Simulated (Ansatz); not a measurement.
Consider the hydrogenolysis of a C–B bond: `B[C](=C)[SnH3]` + H₂ → `C=[CH][SnH3]` + BH₃.

Program: Ansatz. Geometries: PBE0-D4/def2-TZVP. ΔE: electronic, gas phase. CCSD(T)/CBS adds triple-zeta CCSD(T) − MP2 to the extrapolated MP2 energy (def2 sets, frozen cores). This one scheme is used for every species. Functionals use def2-TZVPP. B3LYP here is the variant with VWN-RPA as its local correlation; programs differ in this. Elements past krypton have def2 core potentials. For Sn outer-core shells are correlated without core-valence functions, which leaves a few kJ/mol of doubt a bond.

CCSD(T)/CBS gives +12.6 kJ/mol.

Q: Another level gave +13.3 kJ/mol. Which?
A. PBE-D4/def2-TZVPP
B. B3LYP-D4/def2-TZVPP
C. CCSD/def2-TZVPP
D. B2PLYP/def2-TZVPP

A: B. B3LYP-D4 13.3, PBE-D4 22.0, B2PLYP 8.4, CCSD/def2-TZVPP 4.1 kJ/mol.

Largest T1 diagnostic among the species: 0.013.

From PBE to PBE0 (25 % exact exchange), in def2-TZVPP and without D4, ΔE moves by −6.0 kJ/mol. The D4 term adds +8.8 kJ/mol with B3LYP and +4.7 kJ/mol with PBE0; it sums over pairs of atoms, weighted by their polarisabilities, and B3LYP, whose exchange is more repulsive, gets the larger term.
